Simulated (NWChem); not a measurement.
diarsenic (As$_{2}$); SMILES [As]#[As]

Computed with NWChem. Pople sets run with spherical d functions. Geometry: optimised at B3LYP/6-31G* (spherical d). Static field.

Problem. Order these runs by computing time, cheapest first, and give rough ratios: PBE/aug-cc-pVDZ; PBE/aug-cc-pVTZ; PBE/def2-TZVP; PBE/def2-SVP.

Solution. PBE/def2-SVP (1), PBE/def2-TZVP (3), PBE/aug-cc-pVDZ (10), PBE/aug-cc-pVTZ (60). Ratios are rough, from one shared machine; the cheapest took about 16 core-seconds (a rough figure). What differs between the cheapest and the dearest: isotropic polarisability (bohr³) 46.4 → 64.2; anisotropy (bohr³) 49.4 → 41.4.
